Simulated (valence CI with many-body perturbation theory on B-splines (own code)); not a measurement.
**Os71+ in brief**

Level of theory: valence CI with perturbative core correlation (CI+MBPT): three valence electrons over a frozen Dirac-Fock core [He], radial functions for each j: 11 s, 11 p, 9 d, 7 f, 5 g, 2 h, 1 i, with the one-electron correlation potential Σ1, the two-electron term Σ2, the three-electron term Σ3, Breit, model QED; selected CI, second order for the rest (own B-spline code, finite nucleus).

No measured spectrum was set against this ion. As an estimate, large intervals hold to a few tenths of a per cent, small ones and those within an open d or f shell to about a per cent.

Levels are named by their leading jj configuration (3d3/2^4 stands for four electrons in 3d with j = 3/2), which in mixed levels can hold well under half, so a name can repeat and another be missing.

Rates and lifetimes use the calculated energies. Strong lines usually hold to 10 to 20 %, long lifetimes can be off by a factor of two.

What is the ground level?

(2s^2 2p1/2) J=1/2, composition 100 % 2s2 2p 2P°, g = 0.612.

What is the ionisation energy?

20023 eV; NIST lists 20030 ± 60 eV (theoretical).

Among levels below 1050.8 Ry, which E1 lines absorb most strongly from the ground level?

to (2s^2 3d3/2) J=3/2 at 0.1037 nm, f = 0.551; to (2s 2p1/2 3p1/2) J=3/2 at 0.1067 nm, f = 0.196; to (2s 2p1/2 2p3/2) J=3/2 at 0.6284 nm, f = 0.180.

How well does LS coupling describe the low levels?

Among the lowest 20 levels the leading LS term, summed over configurations, holds 76 % on average. For single configurations the figures are 75 % in LS and 99 % in jj coupling. Terms mix most in the J = 1/2 level at 20.9 Ry, where the leading one holds 49 %.

Where does the other parity begin?

At (2s 2p1/2^2) J=1/2, 20.9 Ry.
